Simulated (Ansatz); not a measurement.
One change: `[F][GaH][Br]` becomes `[F][GaH][SeH]`.

Ansatz, PBE0-D4/def2-TZVP geometries, multiplicity 1. Each molecule was computed in one conformer, which needn't be the lowest.

Scalar relativity is left out up to krypton. Spin–orbit coupling is left out; it splits and shifts lone-pair levels of the heavy atoms by tenths of an eV.

```csv
property,`[F][GaH][Br]`
HOMO energy (PBE/def2-TZVPP) / eV,-7.47
HOMO–LUMO gap (B3LYP/def2-TZVPP) / eV,6.60
size of the dipole moment (B3LYP/def2-TZVPP) / D,2.00
HOMO–LUMO gap (ωB97M-V/def2-TZVPP) / eV,11.10
size of the dipole moment (ωB97M-V/def2-TZVPP) / D,2.02
"ideal-gas entropy at 298 K and 1 bar (rigid rotor, harmonic PBE0-D4/def2-TZVP) / J/(mol·K)",306
```

Problem. What does the change do to each property? (Estimate.)

Solution. The calculation gave: 
```csv
property,`[F][GaH][SeH]`,shift
HOMO energy (PBE/def2-TZVPP) / eV,-6.55,0.92
HOMO–LUMO gap (B3LYP/def2-TZVPP) / eV,5.86,-0.74
size of the dipole moment (B3LYP/def2-TZVPP) / D,2.50,0.50
HOMO–LUMO gap (ωB97M-V/def2-TZVPP) / eV,10.20,-0.90
size of the dipole moment (ωB97M-V/def2-TZVPP) / D,2.49,0.47
"ideal-gas entropy at 298 K and 1 bar (rigid rotor, harmonic PBE0-D4/def2-TZVP) / J/(mol·K)",317,11
```

With PBE0 the HOMO rises by 1.10 eV and the LUMO rises by 0.30 eV, so the gap narrows by about 0.80 eV. PBE moves the HOMO by 0.92 eV and ωB97M-V by 1.19 eV. The zero-point energy changes by 19.5 kJ/mol with +3 modes. Dipoles are sizes alone; their direction can turn.

B3LYP here is the variant with VWN-RPA as its local correlation; programs differ in this.
